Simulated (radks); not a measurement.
Problem. The mean radii <r> (bohr) of the occupied orbitals of an atom or ion are listed with their occupations. Calculated with a radial shooting solver on a logarithmic mesh with Libxc functionals: non-relativistic Kohn-Sham, LDA (Slater exchange, Perdew-Wang correlation), spin-unpolarised, spherical densities, point nucleus.

orbital  occ.      <r>
1s          2  0.01823
2s          2  0.07559
2p          6  0.06375
3s          2   0.1761
3p          1   0.1656

Name the element and its charge.

Solution. Z = 83, bismuth, charge +70: Bi70+ in [Ne] 3s2 3p1. The 1s radius gives Z: for a bare nucleus <r> = 1.5/Z, 0.01807 bohr for Z = 83, and screening makes it slightly larger (0.01823 here). The occupations add up to 13, and the charge is Z minus that.
